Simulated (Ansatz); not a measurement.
`C=C[SiH](O)[SiH](O)O` + `O[SiH](F)F` → `O[SiH](O)O[SiH](F)F` + `C=C[SiH2]O`  (cleavage of the Si–Si bond)

Gas-phase electronic energies from Ansatz, PBE0-D4/def2-TZVP geometries. CBS: MP2 limit from def2 TZ/QZ plus the TZ coupled-cluster correction, frozen cores. This one scheme is used for every species. DFT in def2-TZVPP. B3LYP here is the variant with VWN-RPA as its local correlation; programs differ in this. One conformer a species, not always the lowest.

```csv
level,ΔE (kJ/mol)
PBE0-D4,-137.4
B3LYP,-154.9
MP2/def2-TZVPP,-159.6
HF/CBS(def2),-192.2
```

Task: What does CCSD(T)/CBS give? (Best estimate.)

Result: The calculation gave: -154.8 kJ/mol. The listed levels differ from it by 17.4, -0.1, -4.8, -37.4 kJ/mol.

Largest T1 diagnostic among the species: 0.012.

The D4 term adds +3.7 kJ/mol with B3LYP and +2.3 kJ/mol with PBE0; it sums over pairs of atoms, weighted by their polarisabilities, and B3LYP, whose exchange is more repulsive, gets the larger term. In def2-TZVPP, CCSD(T) changes the Hartree–Fock value by +32.8 kJ/mol (the triples alone add +5.3 kJ/mol) and MP2 by +28.7 kJ/mol.
